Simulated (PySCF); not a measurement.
## Electron correlation in Zn⁺ (zinc, charge +1)

[Ar] 3d10 4s1, 2S determinant. Computed with PySCF 2.14 in def2-TZVP (6s5p4d1f, 48 functions), with no relativity, point nucleus. Frozen: [Ar]; 11 electrons correlated.

MP2 pair energies summed by pair of shells (mhartree):

```
 pair   energy  share (%)
3d-3d  -345.68       95.0
3d-4s   -18.11        5.0
```

Total MP2 correlation energy: -363.79 mhartree.

Same-spin part -136.23 and opposite-spin part -227.56 mhartree; SCS-MP2 scales them by 1/3 and 6/5 to -318.48 mhartree.

| level | correlation energy (mhartree) |
| --- | --- |
| CCSD | -330.08 |
| (T) | -5.67 |
| CCSD(T) | -335.75 |

Diagnostics: T1 = 0.010, D1 = 0.0231, largest double amplitude 0.018.

Task: Is a single reference adequate?

Result: Yes: T1 lies below 0.03 and no double amplitude reaches 0.07.
